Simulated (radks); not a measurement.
Cu2+, configuration [Ar] 3d9. Method: Dirac Kohn-Sham, LDA (Slater exchange, Perdew-Wang correlation), spin-unpolarised, spherical densities, point nucleus; open shells are shared between the two j in proportion to 2j + 1; computed with a radial shooting solver on a logarithmic mesh with Libxc functionals.

Unscreened Slater integrals over Kohn-Sham orbitals (cm^-1). Large and small components are both included.

\begin{tabular}{lr}
integral & value \\ \hline
F0(3d5/2,3d5/2) & 221930 \\
F2(3d5/2,3d5/2) & 100770 \\
F4(3d5/2,3d5/2) & 62323 \\
F0(3d5/2,3d3/2) & 222660 \\
F2(3d5/2,3d3/2) & 101110 \\
G2(3d5/2,3d3/2) & 101010 \\
G4(3d5/2,3d3/2) & 62476 \\
F0(3d5/2,3p3/2) & 240880 \\
F2(3d5/2,3p3/2) & 112200 \\
G1(3d5/2,3p3/2) & 138670 \\
G3(3d5/2,3p3/2) & 83717 \\
F0(3d5/2,3p1/2) & 242440 \\
G3(3d5/2,3p1/2) & 84189 \\
F0(3d3/2,3d3/2) & 223400 \\
F2(3d3/2,3d3/2) & 101460 \\
F0(3d3/2,3p3/2) & 241730 \\
F2(3d3/2,3p3/2) & 112630 \\
G1(3d3/2,3p3/2) & 139120 \\
G3(3d3/2,3p3/2) & 84006 \\
F0(3d3/2,3p1/2) & 243310 \\
G1(3d3/2,3p1/2) & 140180 \\
F0(3p3/2,3p3/2) & 265000 \\
F2(3p3/2,3p3/2) & 131850 \\
F0(3p3/2,3p1/2) & 266880 \\
G2(3p3/2,3p1/2) & 132640 \\
F0(3p1/2,3p1/2) & 268810 \\
\end{tabular}
